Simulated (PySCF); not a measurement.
Single point on CuF

State: ¹Σ⁺ (singlet), closed shell.

An equivalent input (the run itself took its basis sets from the Basis Set Exchange, started from a PBE0 density and held the occupation σ 9α 9β, πx 4α 4β, πy 4α 4β, δx 1α 1β, δy 1α 1β):

```python
from pyscf import gto, dft
mol = gto.M(atom='Cu 0 0 0; F 0 0 1.77', basis={'Cu': 'def2-TZVPPD', 'F': 'def2-TZVPPD'},
            charge=0, spin=0, verbose=4, symmetry='C2v')
mf = dft.UKS(mol, xc='TPSS')
mf.grids.atom_grid = (80, 434)
mf.grids.prune = dft.gen_grid.treutler_prune
mf.irrep_nelec = {'A1': (10, 10), 'A2': (1, 1), 'B1': (4, 4), 'B2': (4, 4)}
mf.conv_tol = 1e-9
mf.max_cycle = 60
mf.diis_space = 10
mf.kernel()
```

The log (some set-up lines and the per-cycle HOMO/LUMO lines removed):

```
******** <class 'pyscf.dft.uks_symm.SymAdaptedUKS'> ********
method = SymAdaptedUKS
damping factor = 0
level_shift factor = 0
DIIS = <class 'pyscf.scf.diis.CDIIS'>
diis_start_cycle = 1
diis_space = 10
diis_damp = 0
SCF conv_tol = 1e-09
SCF conv_tol_grad = None
SCF max_cycles = 60
number electrons alpha = 19  beta = 19
Set gradient conv threshold to 3.16228e-05
init E= -1740.44544708163
cycle= 1 E= -1740.41235504255  delta_E= 0.0331  |g|= 0.425  |ddm|= 0.338
cycle= 2 E= -1740.11140904946  delta_E= 0.301  |g|= 1.43  |ddm|= 0.668
cycle= 3 E= -1740.43983984253  delta_E= -0.328  |g|= 0.205  |ddm|= 0.374
cycle= 4 E= -1740.44883391653  delta_E= -0.00899  |g|= 0.0318  |ddm|= 0.124
cycle= 5 E= -1740.44906157702  delta_E= -0.000228  |g|= 0.0205  |ddm|= 0.0269
cycle= 6 E= -1740.44917157032  delta_E= -0.00011  |g|= 0.00243  |ddm|= 0.0111
cycle= 7 E= -1740.44917335553  delta_E= -1.79e-06  |g|= 0.000331  |ddm|= 0.00149
cycle= 8 E= -1740.44917338066  delta_E= -2.51e-08  |g|= 4.17e-05  |ddm|= 0.000187
cycle= 9 E= -1740.44917338119  delta_E= -5.27e-10  |g|= 4.88e-06  |ddm|= 2.72e-05
Extra cycle  E= -1740.4491733811  delta_E= 8.41e-11  |g|= 2.08e-05  |ddm|= 1.43e-05
converged SCF energy = -1740.4491733811  <S^2> = -2.1316282e-14  2S+1 = 1
```

Repeating this along the bond gives Re = 1.753 Å and ωe = 606 cm⁻¹.

A point of this curve took 4.3 CPU seconds beside 1.5 for the integrals, on Arm Neoverse N1 (shared host).
